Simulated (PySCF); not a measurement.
# C₆ coefficients of unlike pairs at LC-wPBE

Calculated with PySCF 2.14 from the dipole response of each species, C₆(A,B) = (3/π) ∫ α_A(iu) α_B(iu) du, in atomic units, from isotropic polarisabilities. For ions this is the dispersion term alone; charge-induced terms of lower order in 1/R come first.

| species | configuration | basis | relativity | α (bohr³) | C₆ (like pair) |
| --- | --- | --- | --- | --- | --- |
| Sr⁺ | [Kr] 5s1 (2S) | x2c-TZVPPall with one added diffuse shell each of s, p, d, f type (9s7p7d3f1g) | spin-free X2C | 124.3 | 1190 |
| Mg | [Ne] 3s2 (1S) | dyall-av2z (14s10p4d) | none | 76.61 | 698.4 |
| N⁺ | [He] 2s2 2p2 (3P) | aug-cc-pVDZ (4s3p2d) | none | 3.860 | 8.365 |
| K | [Ar] 4s1 (2S) | aug-cc-pwCVTZ-X2C with one added diffuse shell each of s, p, d, f type (10s9p7d4f) | spin-free X2C | 443.1 | 7222 |

Task: Estimate C₆ for N⁺ with Sr⁺.

Result: The integral gives 71.68. The combination rule 2 C_A C_B / (C_A α_B/α_A + C_B α_A/α_B) gives 65.03 and the geometric mean 99.79.

No spin-orbit coupling is included.

The other pairs:

```tsv
pair	C₆
K, Mg	1934
N⁺, Mg	58.40
K, Sr⁺	2743
Mg, Sr⁺	894.5
K, N⁺	127.1
```
